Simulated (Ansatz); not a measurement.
The cluster Ba2O (the lowest singlet isomer of a short search) was relaxed with PBE0-D4 (def2-TZVP) in Ansatz in these states: charge +1 doublet, neutral quintet, neutral triplet. The geometries follow in no particular order.

In the def2 sets Ba takes a core potential; there is no spin–orbit coupling.

A:

```xyz
3

Ba    0.422   -2.161   -0.187
Ba   -0.667    2.036   -0.540
O     0.245    0.125    0.727
```

B:

```xyz
3

Ba   -1.332   -0.110   -1.596
Ba    1.079   -0.136    1.775
O     0.253    0.246   -0.179
```

C:

```tsv
atom	x (Å)	y (Å)	z (Å)
Ba1	1.449	-0.946	-1.332
Ba2	-1.450	0.941	1.334
O3	0.001	0.004	-0.002
```

Problem. Judge from the bond lengths which geometry belongs to which state (an estimate).

Solution. A is the neutral quintet (Ba1–O3 2.468 Å, Ba2–O3 2.468 Å, Ba1–Ba2 4.351 Å); B is the charge +1 doublet (Ba1–O3 2.156 Å, Ba2–O3 2.156 Å, Ba1–Ba2 4.145 Å); C is the neutral triplet (Ba1–O3 2.183 Å, Ba2–O3 2.183 Å, Ba1–Ba2 4.367 Å).

At PBE0-D4/def2-TZVP a broken-symmetry singlet lies 4.28 eV below the neutral quintet. These are the stationary points nearest to one start from a short search; other shapes may lie lower in each state.
